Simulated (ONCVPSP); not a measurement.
**Pseudopotential generation for gallium (Ga): ONCV, Wu-Cohen, scalar-relativistic.**

ONCVPSP 4.0.1 was run on this input:

```
# ATOM AND REFERENCE CONFIGURATION
# atsym  z   nc   nv     iexc    psfile
  Ga 31.00    6    2  -118130      upf
#
#   n    l    f
    1    0    2.00
    2    0    2.00
    2    1    6.00
    3    0    2.00
    3    1    6.00
    3    2   10.00
    4    0    2.00
    4    1    1.00
#
# PSEUDOPOTENTIAL AND OPTIMIZATION
# lmax
    2
#
#   l,   rc,      ep,       ncon, nbas, qcut
    0    1.95    0.00    4    8    3.50
    1    2.80    0.00    4    7    3.40
    2    2.90    0.04    5    8    3.70
#
# LOCAL POTENTIAL
# lloc, lpopt,  rc(5),   dvloc0
    0    5    1.95    0.00
#
# VANDERBILT-KLEINMAN-BYLANDER PROJECTORs
# l, nproj, debl
    0    0    1.70
    1    2    3.40
    2    2    1.20
#
# MODEL CORE CHARGE
# icmod, fcfact, rcfact
    3    2.25    1.15
#
# LOG DERIVATIVE ANALYSIS
# epsh1, epsh2, depsh
   -2.00    5.00    0.02
#
# OUTPUT GRID
# rlmax, drl
    6.00    0.01
#
# TEST CONFIGURATIONS
# ncnf
    4
# nvcnf
#   n    l    f
    2
    4    0    2.00
    4    1    0.00
#
    2
    4    0    1.00
    4    1    0.00
#
    2
    4    0    2.00
    4    1    0.50
#
    2
    4    0    0.00
    4    1    3.00
#
```

Command:

```bash
oncvpsp.x < Ga.dat > Ga.out
```

The program printed (shortened: citation, most of the input echo, consistency checks and plot data are left out):

```
ONCVPSP  (Optimized Norm-Conservinng Vanderbilt PSeudopotential)
scalar-relativistic version 4.0.1

#   n    l    f        energy (Ha)
    1    0    2.00    -3.7585055E+02
    2    0    2.00    -4.6371777E+01
    2    1    6.00    -4.0383488E+01
    3    0    2.00    -5.4333750E+00
    3    1    6.00    -3.6285584E+00
    3    2   10.00    -7.0385486E-01
    4    0    2.00    -3.3032406E-01
    4    1    1.00    -9.3954303E-02

Reference configufation results
  iterations    33
  all-electron total energy (Ha)   -1.94346361D+03

Begin loop to  construct optimized pseudo wave functions
and semi-local pseudopoentials for all angular momenta

Calculating optimized projector #   1

 for l=   0

    Fraction of norm inside rc  0.383254
    Optimizing pswf for qcut=   3.51 a_B^-1,  ecut=   6.15 Ha
    Residual kinetic energy error=  1.50D-03 Ha

    Energy error per electron        Cutoff
         Ha          eV             Ha
         0.01000     0.27211        4.12
         0.00100     0.02721        7.24
         0.00010     0.00272       37.92
         0.00001     0.00027       46.71

   Wellstate for l =  1  n =  7
     eigenvalue =   3.3060
     asymptotic potential =   3.8060
     half-point radius =  4.5155

Calculating optimized projector #   1

 for l=   1

    Fraction of norm inside rc  0.415988
    Optimizing pswf for qcut=   3.41 a_B^-1,  ecut=   5.80 Ha
    Residual kinetic energy error=  1.87D-05 Ha

    Energy error per electron        Cutoff
         Ha          eV             Ha
         0.01000     0.27211        1.35
         0.00100     0.02721        2.14
         0.00010     0.00272        2.98
         0.00001     0.00027        8.89

Calculating optimized projector #   2

 for l=   1

    Fraction of norm inside rc  0.211206
    Optimizing pswf for qcut=   3.41 a_B^-1,  ecut=   5.80 Ha
    Residual kinetic energy error=  2.45D-02 Ha

    Energy error per electron        Cutoff
         Ha          eV             Ha
         0.01000     0.27211        7.30
         0.00100     0.02721       21.57
         0.00010     0.00272       26.09
         0.00001     0.00027       32.66

   Wellstate for l =  2  n =  4
     eigenvalue =   0.0400
     asymptotic potential =   0.5400
     half-point radius = 29.4556

   Wellstate for l =  2  n =  6
     eigenvalue =   1.2400
     asymptotic potential =   1.7400
     half-point radius =  6.4696

Calculating optimized projector #   1

 for l=   2

    Fraction of norm inside rc  0.007722
    Optimizing pswf for qcut=   3.70 a_B^-1,  ecut=   6.86 Ha
    Residual kinetic energy error=  1.82D-05 Ha

    Energy error per electron        Cutoff
         Ha          eV             Ha
         0.01000     0.27211        0.20
         0.00100     0.02721        0.86
         0.00010     0.00272        4.27
         0.00001     0.00027       10.34

Calculating optimized projector #   2

 for l=   2

    Fraction of norm inside rc  0.206283
    Optimizing pswf for qcut=   3.70 a_B^-1,  ecut=   6.86 Ha
    Residual kinetic energy error=  7.01D-02 Ha

    Energy error per electron        Cutoff
         Ha          eV             Ha
         0.01000     0.27211       24.88
         0.00100     0.02721       33.23
         0.00010     0.00272       37.21
         0.00001     0.00027       43.07

Construct Vanderbilt / Kleinmman-Bylander projectors

B matrix Hermiticity error, ll=   1
   1   2    5.2346E-05

  Orthonormal projector coefficients -3.0092E+00  1.1472E+00

B matrix Hermiticity error, ll=   2
   1   2   -5.8270E-06

  Orthonormal projector coefficients -1.1468E+01  9.9311E-01

Model core correction analysis
  based on d2Exc/dn_idn_j

d2excae - all-electron derivatives

   -3.235464D-02   -2.473776D-02
   -2.473290D-02   -2.990780D-02

d2excps - pseudofunction derivatives with no core correction

   -4.470568D-02   -2.915105D-02
   -2.914996D-02   -3.130685D-02

rms 2nd derivative error    6.955085E-03

rmatch, rhocmatch    1.7270    0.4117

Teter function model core charge with specified parameters

d2excps - pseudofunction derivatives with core correction

   -3.991404D-02   -2.743868D-02
   -2.743369D-02   -3.079337D-02

rms 2nd derivative error    4.257873E-03

Pseudoatom total energy   -2.129642

Diagnostic tests using Vanderbilt-Kleinman-Bylander pseudopotentials
  1 or more projectors used as specified by nproj input data

   l    rcore       rmatch      e in        delta e   norm test  slope test

   0   1.9581979   2.0176530  -0.3303241  -0.0000015   0.9999998   1.0000200

   1   2.8037251   2.8888522  -0.0939543  -0.0000002   1.0000021   1.0000078
   1   2.8037251   2.8888522   3.3060457   0.0000045   1.0000077   1.0000077

   2   2.9061853   2.9944234   0.0400000   0.0000011   1.0001266   1.0001266
   2   2.9061853   2.9944234   1.2400000   0.0000001   1.0000938   1.0000938

 Testing for bound ghosts
   n   l    E NL Schr. Eq   E Basis Diag.   E Cutoff

   2   1       -0.093954       -0.090552     28.13

       2                       -0.609006     40.38  WARNING - GHOST(-)

 Testing for highly-localized positive-energy ghosts
       l    <radius>/rc     E Basis Diag.   E Cutoff

Test configuration 0

   n   l     f        eae           eps        diff
   1   0  2.0000 -375.85054689
   2   0  2.0000  -46.37177710
   2   1  6.0000  -40.38348823
   3   0  2.0000   -5.43337502
   3   1  6.0000   -3.62855837
   3   2 10.0000   -0.70385486
   4   0  2.0000   -0.33032406   -0.33032551   -1.45D-06
   4   1  1.0000   -0.09395430   -0.09395450   -1.97D-07

    Total energies and differences
      AE_ref= -1.94346361D+03  AE_tst= -1.94346361D+03  dif=  0.00D+00
      PS_ref= -2.12964201D+00  PS_tst= -2.12964201D+00  dif=  1.33D-15
      PSP excitation error= -1.33D-15

Test configuration 1

   n   l     f        eae           eps        diff
   1   0  2.0000 -376.15963763
   2   0  2.0000  -46.67808337
   2   1  6.0000  -40.69016007
   3   0  2.0000   -5.74009783
   3   1  6.0000   -3.93541548
   3   2 10.0000   -1.01010321
   4   0  2.0000   -0.60316419   -0.60455249   -1.39D-03

    Total energies and differences
      AE_ref= -1.94346361D+03  AE_tst= -1.94325487D+03  dif=  2.09D-01
      PS_ref= -2.12964201D+00  PS_tst= -1.92068551D+00  dif=  2.09D-01
      PSP excitation error= -2.21D-04

Test configuration 2

   n   l     f        eae           eps        diff
   1   0  2.0000 -376.60912499
   2   0  2.0000  -47.11743543
   2   1  6.0000  -41.13037244
   3   0  2.0000   -6.18347924
   3   1  6.0000   -4.37883319
   3   2 10.0000   -1.44919219
   4   0  1.0000   -0.95776149   -0.96136827   -3.61D-03

    Total energies and differences
      AE_ref= -1.94346361D+03  AE_tst= -1.94247639D+03  dif=  9.87D-01
      PS_ref= -2.12964201D+00  PS_tst= -1.13938963D+00  dif=  9.90D-01
      PSP excitation error= -3.04D-03

Test configuration 3

   n   l     f        eae           eps        diff
   1   0  2.0000 -375.99372830
   2   0  2.0000  -46.51402955
   2   1  6.0000  -40.52586924
   3   0  2.0000   -5.57577310
   3   1  6.0000   -3.77101301
   3   2 10.0000   -0.84614433
   4   0  2.0000   -0.45929067   -0.45977672   -4.86D-04
   4   1  0.5000   -0.20640224   -0.20657987   -1.78D-04

    Total energies and differences
      AE_ref= -1.94346361D+03  AE_tst= -1.94338923D+03  dif=  7.44D-02
      PS_ref= -2.12964201D+00  PS_tst= -2.05522145D+00  dif=  7.44D-02
      PSP excitation error= -4.49D-05

Test configuration 4

   n   l     f        eae           eps        diff
   1   0  2.0000 -375.98716804
   2   0  2.0000  -46.50176327
   2   1  6.0000  -40.51366940
   3   0  2.0000   -5.56936758
   3   1  6.0000   -3.76441444
   3   2 10.0000   -0.83560865
   4   1  3.0000   -0.14807308   -0.14811157   -3.85D-05

    Total energies and differences
      AE_ref= -1.94346361D+03  AE_tst= -1.94296939D+03  dif=  4.94D-01
      PS_ref= -2.12964201D+00  PS_tst= -1.63595136D+00  dif=  4.94D-01
      PSP excitation error=  5.29D-04
```

Note: ghosts flagged at negative energy: d at -16.6 eV; no localised positive-energy state flagged. A true bound ghost makes a file unfit for plane-wave use.

The run took about 3.5 s on one core of a shared server CPU.
